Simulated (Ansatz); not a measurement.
Steps of a relaxation of ClGeH2S (`[S][GeH2][Cl]`) radical with UKS PBE0-D4/def2-TZVP.

```sh
$ ansatz run in.yaml --threads 2 --pin off --events-out ev --progress --plain --max-ram 32768MiB --backend cpu
```

```yaml
crystal:
  periodic: [false, false, false]
  atoms:
    - {symbol: S, position_ang: [0.965073, 0.225961, 1.885631]}
    - {symbol: Ge, position_ang: [0.035922, -0.129790, -0.081825]}
    - {symbol: Cl, position_ang: [-1.350638, 1.444063, -0.691794]}
    - {symbol: H, position_ang: [1.174832, -0.164217, -1.133989]}
    - {symbol: H, position_ang: [-0.775290, -1.449717, -0.019424]}
basis:
  gaussian: {orbitals: def2-TZVP}
magnetization: {spin_polarized: true, initial_magnetization: 1}
hamiltonian: {xc: pbe0, dispersion: d4}
relax: {f_tol: 0.005, max_steps: 150}
```

Positions (Å) and forces (eV/Å) along the path, 4 of 4 steps:

```xyz
5
step=1 energy=-79895.1985 eV
S     0.965    0.226    1.886   -0.139    0.004   -0.196
Ge    0.036   -0.130   -0.082   -0.070    0.010   -0.172
Cl   -1.351    1.444   -0.692    0.321   -0.345    0.174
H     1.175   -0.164   -1.134   -0.229    0.048    0.185
H    -0.775   -1.450   -0.019    0.117    0.282    0.009
5
step=2 energy=-79895.2146 eV
S     0.942    0.238    1.875    0.005   -0.015    0.002
Ge    0.046   -0.144   -0.089   -0.042    0.044   -0.052
Cl   -1.322    1.419   -0.669    0.011   -0.010    0.009
H     1.164   -0.153   -1.141   -0.026   -0.033    0.040
H    -0.781   -1.434   -0.016    0.052    0.013    0.001
5
step=3 energy=-79895.2153 eV
S     0.941    0.236    1.872    0.004   -0.002    0.010
Ge    0.042   -0.139   -0.091   -0.012    0.024   -0.005
Cl   -1.324    1.425   -0.669    0.010   -0.014    0.001
H     1.162   -0.160   -1.137    0.002   -0.001   -0.007
H    -0.771   -1.435   -0.016   -0.004   -0.007    0.000
5
step=4 energy=-79895.2153 eV
S     0.941    0.235    1.873    0.000    0.000    0.001
Ge    0.043   -0.138   -0.091   -0.001    0.004   -0.002
Cl   -1.324    1.424   -0.670    0.001   -0.002    0.001
H     1.162   -0.160   -1.138    0.001    0.000   -0.002
H    -0.771   -1.435   -0.016   -0.001   -0.002    0.001
```

Hardware: 2 threads of a server CPU on a shared host. Wall time 52 s, peak host memory 0.75 GiB.
